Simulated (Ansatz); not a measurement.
Mulliken charges of `CC[B]S` radical from PBE/def2-TZVPP in Ansatz (PBE0-D4/def2-TZVP geometry).

```json
{"atom": "C1", "x (Å)": "0.290", "y (Å)": "1.458", "z (Å)": "-0.025", "charge (e)": "-0.226"}
{"atom": "C2", "x (Å)": "-0.275", "y (Å)": "0.057", "z (Å)": "0.198", "charge (e)": "-0.129"}
{"atom": "B3", "x (Å)": "0.728", "y (Å)": "-1.116", "z (Å)": "0.086", "charge (e)": "-0.024"}
{"atom": "S4", "x (Å)": "0.588", "y (Å)": "-2.821", "z (Å)": "-0.260", "charge (e)": "-0.112"}
{"atom": "H5", "x (Å)": "-0.476", "y (Å)": "2.223", "z (Å)": "0.122", "charge (e)": "0.078"}
{"atom": "H6", "x (Å)": "0.680", "y (Å)": "1.568", "z (Å)": "-1.039", "charge (e)": "0.083"}
{"atom": "H7", "x (Å)": "1.111", "y (Å)": "1.663", "z (Å)": "0.664", "charge (e)": "0.089"}
{"atom": "H8", "x (Å)": "-0.681", "y (Å)": "-0.018", "z (Å)": "1.219", "charge (e)": "0.089"}
{"atom": "H9", "x (Å)": "-1.135", "y (Å)": "-0.122", "z (Å)": "-0.463", "charge (e)": "0.073"}
{"atom": "H10", "x (Å)": "-0.746", "y (Å)": "-2.943", "z (Å)": "-0.499", "charge (e)": "0.078"}
```

Question: By hand: the dipole of these point charges (1 e Å = 4.8032 D).

Answer: Σ q r = (-0.197, 0.217, 0.025) e Å, of length 0.294 e Å = 1.41 D.

Question: How does the dipole of the full density compare? (Best estimate.)

Answer: Computed: (-0.334, 0.100, -0.015) e Å, 1.68 D; the point charges give 0.84 times that, at 32° from its direction.

Point charges leave out the atoms' own dipoles, such as those of lone pairs, and Mulliken's split depends on the basis, so the two needn't agree.
